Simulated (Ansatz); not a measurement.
System: C$_{6}$H$_{12}$S, net charge 0, singlet state. 
Structure (B3LYP-D3(BJ)/def2-TZVP (Ansatz, a first-principles code) minimum search):
SMILES: SC1CCCCC1
```xyz
19

C     -2.1505    -0.7092     0.2910
C     -1.8717     0.7591    -0.0308
C     -0.4356     1.1514     0.3292
C      0.5787     0.2318    -0.3504
C      0.3035    -1.2373    -0.0302
C     -1.1338    -1.6258    -0.3896
S      2.3115     0.7146     0.0040
H     -2.0982    -0.8562     1.3756
H     -3.1653    -0.9775    -0.0124
H     -2.0337     0.9312    -1.1007
H     -2.5749     1.4068     0.4982
H     -0.2362     2.1882     0.0550
H     -0.2999     1.0803     1.4140
H      0.5099     0.3735    -1.4340
H      1.0197    -1.8705    -0.5556
H      0.4669    -1.3980     1.0412
H     -1.2618    -1.5633    -1.4760
H     -1.3142    -2.6678    -0.1148
H      2.2600     0.4992     1.3300
```

Basis-set convergence of Hartree-Fock and CCSD(T) correlation energies (hartree) with Ansatz. Correlated levels leave the core frozen unless marked. Spin-orbit coupling is left out. No relativistic terms.

| basis | functions | E(HF) | E(corr, CCSD(T)) |
|---|---|---|---|
| cc-pV(D+d)Z | 167 | -631.75891 | -1.11152 |
| cc-pV(T+d)Z | 387 | (withheld) | (withheld) |

### Question
Some entries are withheld; supply them.

### Answer

- cc-pV(T+d)Z, E(HF): -631.83481
- cc-pV(T+d)Z, E(corr, CCSD(T)): -1.34293
